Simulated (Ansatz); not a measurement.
`[CH3][SnH2][SiH2]Cl` + H₂ → `[CH3][SnH3]` + `[SiH3]Cl`  (hydrogenolysis of the Sn–Si bond)

Gas-phase electronic energies from Ansatz, PBE0-D4/def2-TZVP geometries. CCSD(T)/CBS adds triple-zeta CCSD(T) − MP2 to the extrapolated MP2 energy (def2 sets, frozen cores). This one scheme is used for every species. DFT in def2-TZVPP. B3LYP here is the variant with VWN-RPA as its local correlation; programs differ in this. Elements past krypton have def2 core potentials. For Sn outer-core shells are correlated without core-valence functions, which leaves a few kJ/mol of doubt a bond. One conformer a species, not always the lowest.

`[CH3][SnH2][SiH2]Cl`:

```xyz
11

C     1.805   -0.597    0.222
Sn   -0.015   -0.463   -0.899
Si   -1.684    1.008    0.381
Cl   -1.706    0.385    2.356
H     2.489   -1.293   -0.263
H     2.277    0.384    0.283
H     1.585   -0.951    1.229
H    -0.682   -2.023   -1.114
H     0.293    0.205   -2.445
H    -1.288    2.440    0.381
H    -3.074    0.905   -0.131
```

H₂:

Z-matrix (Å, degrees):
```
H
H 1 0.746
```

`[CH3][SnH3]`:

Cartesian coordinates in Å:
```
C 0.106 0.534 1.014
Sn -0.091 -0.459 -0.871
H 1.157 0.591 1.296
H -0.438 -0.015 1.782
H -0.298 1.544 0.946
H 0.767 0.395 -2.078
H 0.535 -2.046 -0.768
H -1.738 -0.544 -1.321
```

`[SiH3]Cl`:

```xyz
5

Si    0.128   -0.001   -0.010
Cl   -1.919    0.020    0.145
H     0.558    1.216   -0.734
H     0.531   -1.215   -0.756
H     0.703   -0.020    1.355
```

```tsv
level	ΔE (kJ/mol)
PBE-D4	17.0
B3LYP-D4	6.6
ωB97X-V	0.5
B3LYP	-5.9
HF/def2-QZVPP	-28.4
SCS-MP2/def2-QZVPP	2.8
HF/CBS(def2)	-28.5
CCSD/CBS(def2)	4.1
```

Problem. What does CCSD(T)/CBS give? (Best estimate.)

Solution. Computed: +9.5 kJ/mol. The listed levels differ from it by 7.5, -2.9, -9.0, -15.4, -37.9, -6.7, -38.0, -5.4 kJ/mol.

Largest T1 diagnostic among the species: 0.012.

In def2-TZVPP, CCSD(T) changes the Hartree–Fock value by +28.6 kJ/mol (the triples alone add +5.4 kJ/mol) and MP2 by +35.2 kJ/mol. From PBE to PBE0 (25 % exact exchange), in def2-TZVPP and without D4, ΔE moves by −5.5 kJ/mol.
